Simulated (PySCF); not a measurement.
## Distorted geometries of Pb(CH3)F

Pb(CH3)F (singlet). PySCF 2.14.0, RKS B3LYP, Pb def2-SVP with ECP60, C def2-SVP, H def2-SVP, F def2-SVP; non-relativistic Hamiltonian with scalar-relativistic core potentials where named; density fitting; no spin-orbit coupling. Relaxed geometry:

```xyz
6

Pb   -0.0199    0.0161   -0.2112
C     1.8921   -0.0015    1.1097
H     2.7848   -0.2423    0.5098
H     2.0237    0.9959    1.5637
H     1.7754   -0.7358    1.9226
F    -1.3429   -0.0364    1.3902
```

Question: Order these distorted geometries by energy above the relaxed one, lowest first.
A.
```xyz
6

Pb    0.0248    0.0620   -0.1335
C     1.8100   -0.0730    1.1602
H     2.8285   -0.2621    0.5384
H     2.0194    1.1729    1.4892
H     1.6744   -0.8019    1.8354
F    -1.2438   -0.1019    1.3951
```
B.
```xyz
6

Pb    0.0013    0.0263   -0.2403
C     1.8593    0.0100    1.0994
H     2.8289   -0.2700    0.4935
H     2.0118    1.0223    1.5927
H     1.7978   -0.7445    1.9031
F    -1.3859   -0.0481    1.4364
```
C.
```xyz
6

Pb    0.0365    0.0198   -0.2220
C     1.9195   -0.0591    1.0322
H     2.7742   -0.2250    0.5124
H     2.0319    1.0487    1.6085
H     1.7298   -0.7548    1.9424
F    -1.3786   -0.0336    1.4114
```

Answer: B (0.19 eV), C (0.57 eV), A (1.10 eV).

Question: Which forces (eV/Å) act in the one that lies 0.19 eV up?

Answer: 
```
Pb  -1.08 -0.06  1.05
C    2.08  0.10 -0.32
H   -1.56  0.67  0.88
H   -0.09 -0.85 -0.48
H   -0.24  0.09  0.02
F    0.89  0.05 -1.15
```
Forces carry noise of the integration grid, about 0.01 to 0.03 eV/Å.

A frequency check found unstable modes (1, the lowest at -46 cm⁻¹), so the relaxed geometry is probably a saddle point.
